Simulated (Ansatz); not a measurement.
A nudged elastic band was laid between two geometries of GaH5N2 + H2S (11 atoms, charge 0, multiplicity 1).

Theory: RKS B3LYP/def2-SVP (Ansatz 0.2.0).

| Property | Result |
| --- | --- |
| movable images | 7 |
| climbing image | yes |
| spring | 5.0 eV/Å² |
| optimiser | quadratic models (default) |
| start path | through a guess of the saddle point |
| force threshold | 0.03 eV/Å |
| iteration limit | 60 |
| end points | relaxed |

First end point:

```xyz
11
Properties=species:S:1:pos:R:3
Ga -0.213 -0.452 -0.120
H -0.341 -1.361 1.137
N 1.394 0.377 -0.523
H 2.260 0.003 -0.145
H 1.564 0.762 -1.450
N -1.591 -0.185 -1.280
H -2.548 -0.424 -1.044
H -1.558 0.473 -2.051
S 0.204 2.702 1.781
H 0.905 1.997 0.840
H 0.752 2.000 2.799
```

Last end point:

```xyz
11
Properties=species:S:1:pos:R:3
Ga -0.028 0.774 -0.682
H -0.085 -0.135 3.934
N 1.602 0.114 -1.169
H 1.725 -0.426 -2.020
H 2.467 0.573 -0.904
N -1.557 0.179 -1.478
H -1.581 -0.681 -2.017
H -2.469 0.385 -1.084
S -0.213 2.334 0.905
H 1.122 2.427 1.109
H -0.156 0.349 3.349
```

Which bonds break or form, and what moves?

Bonds broken: Ga1–H2, S9–H11. Bonds formed: Ga1–S9, H2–H11. GaH5N2 + H2S becomes GaH5N2S + H2.

What energy profile does the band end with?

It converged. The highest image is number 3 of 0 to 8, 25.3 kcal/mol above the first end and 33.4 kcal/mol above the last; the last end lies 8.1 kcal/mol below the first. The profile has 3 maxima (images 1, 3, 6) with wells between them (images 2, 5): this band takes more than one step, which may be the mechanism or a detour left from its start path. Neighbouring images differ by up to 1.4 eV, so the band resolves the path poorly. A vibrational analysis at the climbing image gives one clearly imaginary mode, 1121i cm⁻¹: a first-order saddle point. The orbitals stay closed-shell, which can raise the energy where a bond breaks towards radicals; this wasn't checked here.

```json
{"image": "0", "path coordinate (Å)": "0.00", "energy (kcal/mol)": "0.0", "Ga1–H2 (Å)": "1.56", "S9–H11 (Å)": "1.35", "Ga1–S9 (Å)": "3.71"}
{"image": "1", "path coordinate (Å)": "2.35", "energy (kcal/mol)": "2.9", "Ga1–H2 (Å)": "1.56", "S9–H11 (Å)": "1.35", "Ga1–S9 (Å)": "3.43"}
{"image": "2", "path coordinate (Å)": "4.69", "energy (kcal/mol)": "2.8", "Ga1–H2 (Å)": "1.56", "S9–H11 (Å)": "1.35", "Ga1–S9 (Å)": "3.42"}
{"image": "3", "path coordinate (Å)": "7.04", "energy (kcal/mol)": "25.3", "Ga1–H2 (Å)": "1.77", "S9–H11 (Å)": "1.66", "Ga1–S9 (Å)": "2.53"}
{"image": "4", "path coordinate (Å)": "8.90", "energy (kcal/mol)": "-6.9", "Ga1–H2 (Å)": "3.15", "S9–H11 (Å)": "2.93", "Ga1–S9 (Å)": "2.24"}
{"image": "5", "path coordinate (Å)": "10.77", "energy (kcal/mol)": "-7.9", "Ga1–H2 (Å)": "4.41", "S9–H11 (Å)": "3.21", "Ga1–S9 (Å)": "2.23"}
{"image": "6", "path coordinate (Å)": "12.63", "energy (kcal/mol)": "-4.8", "Ga1–H2 (Å)": "3.60", "S9–H11 (Å)": "3.23", "Ga1–S9 (Å)": "2.24"}
{"image": "7", "path coordinate (Å)": "14.49", "energy (kcal/mol)": "-7.8", "Ga1–H2 (Å)": "3.89", "S9–H11 (Å)": "3.26", "Ga1–S9 (Å)": "2.23"}
{"image": "8", "path coordinate (Å)": "16.35", "energy (kcal/mol)": "-8.1", "Ga1–H2 (Å)": "4.71", "S9–H11 (Å)": "3.15", "Ga1–S9 (Å)": "2.23"}
```

What is the geometry of the highest image?


```xyz
11
Properties=species:S:1:pos:R:3:forces:R:3
Ga -0.010 0.305 -0.131 0.00 0.00 0.00
H -0.169 -0.289 1.523 0.00 0.00 0.00
N 1.659 0.331 -0.910 0.00 0.00 0.00
H 1.974 -0.556 -1.299 0.00 0.00 0.00
H 2.427 0.755 -0.395 0.00 0.00 0.00
N -1.514 -0.231 -1.046 0.00 0.00 0.00
H -2.355 -0.410 -0.503 0.00 0.00 0.00
H -1.759 0.330 -1.860 0.00 0.00 0.00
S -0.251 2.385 1.295 0.00 0.00 0.00
H 1.077 2.489 1.538 0.00 0.00 0.00
H -0.250 0.782 1.733 0.00 0.00 0.00
```

The run took 7.9 min on 4 threads of Arm Neoverse V1, with other jobs on the host, peak memory 0.29 GiB.
